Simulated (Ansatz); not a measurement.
Input for Ansatz (an electronic-structure program): U-r2SCAN/def2-TZVPP on O3W (SMILES [O]=[W](=[O])=[O]), 2S+1 = 3, a spin state set in the input, which need not be the lowest. Elements past Kr take the def2 small-core potentials; no spin–orbit coupling.

Ansatz 0.2 input:
```yaml
crystal:
  periodic: [false, false, false]
  atoms:
    - {symbol: W, position_ang: [0.13254598, 0.19424876, 0.16331947]}
    - {symbol: O, position_ang: [1.44800923, -0.47886834, -0.71763110]}
    - {symbol: O, position_ang: [-0.53465965, -0.88049149, 1.32925191]}
    - {symbol: O, position_ang: [-1.10388329, 1.23207635, -0.83088444]}
basis:
  gaussian:
    orbitals: def2-TZVPP
hamiltonian:
  xc: {name: r2SCAN}
magnetization: {spin_polarized: true, initial_magnetization: 2}
```

The head of its log:

```
WARN ansatz: RAYON_NUM_THREADS=4 ignored (pool sized by the plan → 4); use --threads N
Functional definition: r2SCAN
integrals: 0.06 GiB planned
788 factors; their error is unknown
mean field: 0.64 GiB planned
mean field evaluation 1: about -7951.7164 eV, gradient 7.1e1 eV
mean field evaluation 2: about -7646.0404 eV, gradient 2.4e2 eV
```

Problem. Give the final energy of this run.

Solution. -292.8412 hartree.
